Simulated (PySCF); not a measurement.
[W(OH)4(NH2)2], neutral singlet in the gas phase. 

Z-matrix (Å, degrees):
```
W
O 1 1.9194
H 2 0.9766 1 116.12
O 1 1.9618 2 154.55 3 42.23
H 4 0.9760 1 110.10 2 -151.54
O 1 1.9635 2 96.03 3 -175.36
H 6 0.9747 1 111.42 2 -83.16
O 1 1.9744 2 80.13 3 -15.56
H 8 0.9761 1 111.09 2 161.63
N 1 1.9951 2 106.75 3 -97.89
H 10 1.0250 1 124.24 2 78.37
H 10 1.0255 11 112.46 8 178.05
N 1 2.0018 2 85.82 3 94.97
H 13 1.0257 1 123.12 2 -178.68
H 13 1.0258 14 111.54 4 -173.96
```
Charge 0, spin multiplicity 1.

All levels are single points at this geometry (PBE-D3(BJ)/def2-SVP); Pople sets use spherical d functions. Orbital energies aren't observables, and empty levels follow the basis.

```tsv
level	HOMO (eV)	LUMO (eV)	gap (eV)	dipole (D)	vertical IE, Delta-SCF (eV)
B3LYP-D3(BJ)/def2-TZVP in PySCF	-7.24	-2.48	4.76	1.41	–
TPSSh-D3(BJ)/def2-TZVP in PySCF	-6.69	-2.61	4.08	1.38	–
B3LYP/6-311+G** (LANL2DZ on W) in PySCF	-7.40	-2.99	4.41	1.50	–
B3LYP/6-31G* (LANL2DZ on W) in PySCF	-6.90	-2.39	4.51	1.58	8.91
BP86/6-31G* (LANL2DZ on W) in PySCF	-5.84	-2.85	2.99	1.52	–
HF/6-31G* (LANL2DZ on W) in PySCF	-10.72	0.69	11.42	1.76	–
```
